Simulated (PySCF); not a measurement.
Compound: isophorone, C₉H₁₄O.
Bonds: C1–C2, C2–C3 (double), C3–C4, C4–O5 (double), C4–C6, C6–C7, C7–C8, C7–C9, C7–C10, C2–C10. Hydrogens: H11, H12, H13 on C1; H14 on C3; H15, H16 on C6; H17, H18, H19 on C8; H20, H21, H22 on C9; H23, H24 on C10.

The same species was optimised twice, with GFN2-xTB and with PBE0-D3(BJ)/def2-SVP (PySCF), and the same property calculations (PySCF, gas phase) were run on both structures.

```csv
coordinate,GFN2-xTB,PBE0-D3(BJ)/def2-SVP,change
C2=C3 (Å),1.337,1.348,+0.011
C3–C4 (Å),1.462,1.471,+0.009
C2–C10 (Å),1.498,1.503,+0.005
C7–C9 (Å),1.530,1.527,-0.003
C6–C7 (Å),1.531,1.533,+0.002
C7–C8 (Å),1.530,1.532,+0.002
C4=O5 (Å),1.213,1.214,+0.001
C7–C10 (Å),1.535,1.535,0.000
C1–C2 (Å),1.493,1.493,0.000
C4–C6 (Å),1.514,1.514,0.000
C2–C10–C7 (°),113.0,114.6,+1.6
C4–C6–C7 (°),112.7,113.8,+1.1
C3–C4–C6 (°),115.3,116.2,+0.9
C1–C2–C10 (°),115.9,116.6,+0.7
C3–C4–O5 (°),122.5,121.8,-0.7
C3–C2–C10 (°),121.7,121.1,-0.6
C2–C3–C4 (°),123.4,122.8,-0.6
C6–C7–C9 (°),109.7,109.9,+0.2
```

Rotational constants: A = 1523, B = 1359, C = 861.9 MHz (GFN2-xTB) against A = 1514, B = 1338, C = 851.1 MHz (PBE0-D3(BJ)/def2-SVP). Point groups within 0.08 Å: C1 and C1.

On the GFN2-xTB structure: HOMO (eV) -6.89 [PBE0/pcSseg-1]; LUMO (eV) -1.25 [PBE0/pcSseg-1]; dipole (D) 4.32 [PBE0/pcSseg-1]; GIAO shielding of C1 (ppm) 158.7 [PBE0/pcSseg-1]; GIAO shielding of C2 (ppm) 20.4 [PBE0/pcSseg-1]; GIAO shielding of C3 (ppm) 54.2 [PBE0/pcSseg-1]; GIAO shielding of C4 (ppm) -14.6 [PBE0/pcSseg-1]; GIAO shielding of O5 (ppm) -329.5 [PBE0/pcSseg-1]; GIAO shielding of C6 (ppm) 132.7 [PBE0/pcSseg-1]; GIAO shielding of C7 (ppm) 150.5 [PBE0/pcSseg-1]; GIAO shielding of C8/C9 (mean) (ppm) 157.4 [PBE0/pcSseg-1].

Q: What do these properties become on the PBE0-D3(BJ)/def2-SVP structure?

A: 
```csv
property,level,on GFN2-xTB,on PBE0-D3(BJ)/def2-SVP,change
HOMO (eV),PBE0/pcSseg-1,-6.89,-6.90,-0.01
LUMO (eV),PBE0/pcSseg-1,-1.25,-1.28,-0.03
dipole (D),PBE0/pcSseg-1,4.32,4.33,+0.01
"energy, GFN2-xTB geometry as zero (kcal/mol)",PBE0/pcSseg-1,0.0,-0.6,-0.6
GIAO shielding of C1 (ppm),PBE0/pcSseg-1,158.7,157.3,-1.4
GIAO shielding of C2 (ppm),PBE0/pcSseg-1,20.4,19.2,-1.2
GIAO shielding of C3 (ppm),PBE0/pcSseg-1,54.2,51.0,-3.2
GIAO shielding of C4 (ppm),PBE0/pcSseg-1,-14.6,-14.5,+0.1
GIAO shielding of O5 (ppm),PBE0/pcSseg-1,-329.5,-328.6,+0.9
GIAO shielding of C6 (ppm),PBE0/pcSseg-1,132.7,131.8,-0.9
GIAO shielding of C7 (ppm),PBE0/pcSseg-1,150.5,150.7,+0.2
GIAO shielding of C8/C9 (mean) (ppm),PBE0/pcSseg-1,157.4,154.8,-2.6
```

The heavy atoms differ by 0.029 Å rms after alignment. Among bonds between heavy atoms C2=C3 changes most (+0.011 Å). Changes are differences of the printed values. Neither structure is proved a minimum here.
